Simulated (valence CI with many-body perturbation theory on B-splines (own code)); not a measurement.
The numbers below are computed, except where a source is named.
## Basis-set convergence for Bi⁴³⁺

Level of theory: configuration interaction combined with many-body perturbation theory (CI+MBPT): four valence electrons over a frozen Dirac-Fock core [Kr], a basis of 7 s, 7 p, 8 d, 6 f, 4 g, 1 h functions for each j, with the one-electron correlation potential Σ1, the two-electron term Σ2, the three-electron term Σ3, Breit, model QED; selected CI, second order for the rest, scaled by the run's own slope (own B-spline code, finite nucleus).

No measured spectrum was set against this ion. As an estimate, large intervals hold to a few tenths of a per cent, small ones and those within an open d or f shell to about a per cent. Only levels of the ground parity were solved; by the run's estimate the other parity begins above the list, which can be wrong where configurations are misplaced.

The reference run has the lowest level (4d3/2^4) J=0 and an ionisation energy of 2191.34 eV. Its largest variational space holds 18534 state functions.

Levels are named by their leading jj configuration (3d3/2^4 stands for four electrons in 3d with j = 3/2), which in mixed levels can hold well under half, so a name can repeat and another be missing. Letters in brackets count levels of one name in rising energy.

Changed runs:
A. basis 6 s, 6 p, 5 d, 5 f, 1 g
B. basis 5 s, 5 p, 4 d, 4 f

Excitation energies of the reference run in cm⁻¹, and shifts in cm⁻¹:

| Level | Reference | A | B |
| --- | --- | --- | --- |
| (4d3/2^3 4d5/2) J=1 | 237747 | -249 | -521 |
| (4d3/2^3 4d5/2) J=4 | 285144 | -32 | +247 |
| (4d3/2^3 4d5/2) J=2 | 293316 | -128 | +258 |
| (4d3/2^3 4d5/2) J=3 | 305267 | -85 | +410 |
| (4d3/2^2 4d5/2^2) J=0 [a] | 508599 | -267 | -599 |
| (4d3/2^2 4d5/2^2) J=2 [a] | 510062 | -274 | -241 |
| (4d3/2^2 4d5/2^2) J=4 [a] | 521697 | -251 | -285 |
| (4d3/2^2 4d5/2^2) J=3 [a] | 526185 | -293 | -227 |
| (4d3/2^2 4d5/2^2) J=5 | 543531 | -152 | +167 |
| (4d3/2^2 4d5/2^2) J=6 | 557093 | -67 | +424 |
| (4d3/2^2 4d5/2^2) J=1 | 558390 | -158 | +369 |
| (4d3/2^2 4d5/2^2) J=3 [b] | 570862 | -97 | +667 |
| Ionisation energy (eV) | 2191.34 | -0.07 | -0.15 |
